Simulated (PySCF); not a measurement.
C₅H₈ClO₂ (doublet state).
Z-matrix (Å and degrees, GFN2-xTB geometry), rows numbered from 1:
```
C 
C   1  1.4806
Cl  2  1.7038  1  118.43
C   2  1.4847  1  122.07  3  -165.22
C   4  1.5563  2  112.61  1   -65.25
O   5  1.4059  4  103.36  2    95.59
C   6  1.3938  5  104.59  4    35.99
O   7  1.4036  6  107.62  5   -36.37
H   1  1.0882  2  109.31  3  -165.56
H   1  1.0897  2  110.86  3   -44.43
H   1  1.0960  2  111.51  3    75.31
H   4  1.0956  2  110.48  1   169.63
H   5  1.0882  4  113.36  2   -21.93
H   5  1.0980  4  110.14  2  -146.00
H   7  1.1085  6  110.76  5    83.13
H   7  1.0939  6  109.24  5  -155.77
```

The hyperfine couplings belong to this conformer and change with its torsions.

As a line formula: `C[C](Cl)[C@H]1COCO1` [radical].

Computed with UKS B3LYP, pcH-1 on C Cl H O, non-relativistic, mean-field spin-orbit, GIAO (PySCF). One conformer (not necessarily the lowest) at the GFN2-xTB geometry, without solvent, vibrations or thermal averaging. Couplings are sensitive to structure, and on GFN2-xTB geometries they can be far from those on DFT ones. Stability of the SCF solution: not tested.

Principal values of hyperfine tensors in MHz (contact, dipolar and spin–orbit terms together), for some of the nuclei:

| atom | isotope | A1 | A2 | A3 |
| --- | --- | --- | --- | --- |
| H11 | 1H | 122.71 | 123.80 | 135.06 |
| C2 | 13C | 43.21 | 44.99 | 283.36 |
| H10 | 1H | 45.05 | 45.57 | 58.69 |
| C5 | 13C | 41.17 | 42.08 | 52.96 |
| O8 | 17O | -44.55 | -24.36 | -23.01 |
| H9 | 1H | 11.99 | 12.68 | 25.84 |
| C4 | 13C | -16.72 | -15.56 | -13.22 |
| H14 | 1H | 6.63 | 7.40 | 13.24 |

Q: Split each tensor into its isotropic and traceless parts, and turn a_iso into mT with g = 2.0055.

A: a_iso is a third of the trace, T = A − a_iso, and a(mT) = a(MHz)/(g × 13.996). The tensors hold a spin–orbit part: the run splits a_iso into a_FC + a_SO, and T includes its anisotropic share.

```csv
atom,a_iso (MHz),a_FC,a_SO,a_iso (mT),T1,T2,T3
H11,127.19,127.18,0.01,4.531,-4.48,-3.39,7.87
C2,123.85,123.34,0.51,4.412,-80.64,-78.86,159.50
H10,49.77,49.75,0.02,1.773,-4.72,-4.20,8.92
C5,45.40,45.42,-0.01,1.618,-4.23,-3.33,7.56
O8,-30.64,-30.62,-0.02,-1.092,-13.91,6.28,7.63
H9,16.84,16.83,0.01,0.600,-4.84,-4.16,9.00
C4,-15.17,-15.17,0.00,-0.540,-1.56,-0.39,1.94
H14,9.09,9.09,0.00,0.324,-2.46,-1.69,4.15
```

Q: What spin density at the nucleus of H9 lies behind its contact coupling (g_N = 5.58569)?

A: a_FC = 800.24 MHz bohr³ × g_N × ρ(0)/(2S). With a_FC = 16.83 MHz and 2S = 1, ρ(0) = 0.003765 bohr⁻³. In magnitude that is 1.2 % of the 1/π = 0.318 of a free hydrogen atom.

Q: C1 (13C, g_N = 1.40482) isn't in the table. Its spin density at the nucleus is -0.02502 bohr⁻³. What is its contact coupling?

A: By the same relation, a_FC = -28.1 MHz. Its full tensor has the principal values -29.94, -28.33, -26.02 MHz.

Q: Which nucleus of the table has the largest anisotropic coupling, and what is its form?

A: C2: -80.6, -78.9, 159.5 MHz (the dipolar term alone has -80.2, -79.8, 160.0), axial, in the ratio −1:−1:+2, the form that spin in one p orbital centred on that nucleus gives.

Q: What first-order splitting does C2 cause when the field lies along A1, A2 or A3 of its tensor (g taken as isotropic, no quadrupole term)?

A: 2 lines (I = 1/2), spaced by |A_i|/(g × 13.996): 1.54, 1.60, 10.09 mT along the axes of A1, A2 and A3.
